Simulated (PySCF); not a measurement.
# Computed properties of B(H)(Cl)(NH2) (BClH₃N), SMILES B(Cl)N

B(H)(Cl)(NH2) (BClH3N), SMILES B(Cl)N. Coordinates come from a PBE0-D3(BJ)/def2-TZVP optimisation. Other conformers were not sampled. All values are computed for the isolated molecule unless a solvent is named; none is compared with measurement here.

**Structure.** The optimised structure has Cs symmetry. All 12 harmonic modes at PBE0-D3(BJ)/def2-TZVP (PySCF) are real, so it is a minimum. With heavy atoms numbered as in [BH:1]([Cl:3])[NH2:4], the shortest bond between them is B1–N4 at 1.383 Å and the longest B1–Cl3 at 1.768 Å.

**Vibrations.** The strongest infrared lines (harmonic, unscaled, degenerate partners summed) lie at 1360 cm⁻¹ (193 km/mol, B 59 %, H 24 %, N 17 %), 1629 cm⁻¹ (152 km/mol, H 77 %, N 19 %), 548 cm⁻¹ (132 km/mol, H 86 %, N 12 %). The softest mode is at 351 cm⁻¹ and the zero-point energy is 26.0 kcal/mol.

**Electronic structure.** ωB97X/def2-TZVPD (PySCF) places the frontier levels at -10.89 and 1.49 eV, a gap of 12.38 eV, and gives a dipole moment of 2.67 D and a mean polarisability of 38.6 bohr³.

**Excitations.** TDA-CAM-B3LYP/def2-SVPD (PySCF) has S1 at 7.21 eV (172 nm, f = 0.002, weak); the most intense of the 10 singlets computed lies at 7.83 eV (f = 0.15). T1 (TDA) is at 6.26 eV, 0.95 eV under S1. No vertical singlet excitation falls in the visible range (under 3.1 eV).

**NMR.** GIAO shifts at PBE0/pcSseg-2 (PySCF) (non-relativistic, atoms alike by connectivity averaged): ¹H from 4.1 to 5.3 ppm against TMS; ¹¹B at 26.5 ppm against BF3. Without spin–orbit terms, shifts of atoms bonded to Cl or Br come out too high.
